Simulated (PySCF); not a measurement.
GaFClBr, SMILES [F][Ga]([Cl])[Br]. Geometry: PBE-D3(BJ)/def2-SVP. The structure was generated by enumeration; whether it is a known compound was not checked.

Computed equilibrium geometry at PBE-D3(BJ)/def2-SVP (PySCF confirms it by a frequency run) as bond lengths and angles, and its point group:
point group Cs.
Atoms: Ga1 F2 Cl3 Br4. Bond lengths (Å): Ga1–F2 1.756, Ga1–Cl3 2.135, Ga1–Br4 2.269. Bond angles (°): F2–Ga1–Cl3 117.4, F2–Ga1–Br4 119.0, Cl3–Ga1–Br4 123.7.
Charge 0, spin multiplicity 1.
